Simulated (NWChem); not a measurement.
Molecule: MgSiH₄Se; SMILES [SiH3][Mg][SeH]

```xyz
7

Mg    -0.2311    -0.2677    -0.0087
Se    -0.0545     2.1669    -0.0088
H      1.4158     2.0521     0.0056
Si    -0.4432    -2.8337    -0.0088
H     -1.1986    -3.3481    -1.2003
H     -1.1611    -3.3517     1.2041
H      0.8947    -3.5158    -0.0306
```
Atoms are numbered in this order, from 1.

Level: PBE0/def2-SVP (NWChem), optimised geometry, unscaled harmonic frequencies. This build's default masses of Se (78.918 u) and Br (79.917 u) are each other's, which moves their modes by up to 0.6 %.

List the harmonic frequencies with IR intensities, and the thermochemistry.


| frequency (cm⁻¹) | IR intensity (km/mol) |
|---|---|
| 47 | 3.5 |
| 89 | 20.2 |
| 94 | 18.2 |
| 208 | 1.6 |
| 384 | 0.5 |
| 392 | 0.1 |
| 451 | 59.4 |
| 483 | 3.5 |
| 842 | 301.1 |
| 937 | 38.0 |
| 937 | 38.6 |
| 2187 | 89.5 |
| 2195 | 92.9 |
| 2196 | 92.1 |
| 2432 | 13.8 |

```json
{
  "zero_point_energy": "19.8 kcal/mol",
  "thermal correction to the enthalpy at 298.15 K (with zero-point energy)": "24.8 kcal/mol",
  "heat capacity Cv": "20.8 cal/(mol K)",
  "entropy at 298.15 K and 1 atm (symmetry number 1)": "85.2 cal/(mol K)",
  "dipole_moment": "0.74 D"
}
```

Rigid rotor and harmonic oscillator; modes under 100 cm⁻¹ make the entropy uncertain.
